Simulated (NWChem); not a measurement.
Molecule: Si₂H₄, singlet; SMILES [SiH3][SiH]

Low-valent species are run as closed-shell singlets; no triplet was tried in these runs.

**Question.** Give the equilibrium geometry at PBE0/def2-SVP (NWChem) as a Z-matrix, with the point group.

**Answer.** point group Cs; any orientation.
```
Si
H 1 1.4964
H 1 1.5019 2 108.03
H 1 1.5020 2 108.02 3 -116.38
Si 1 2.3944 2 114.70 4 -121.72
H 5 1.5345 1 87.74 2 -179.89
```
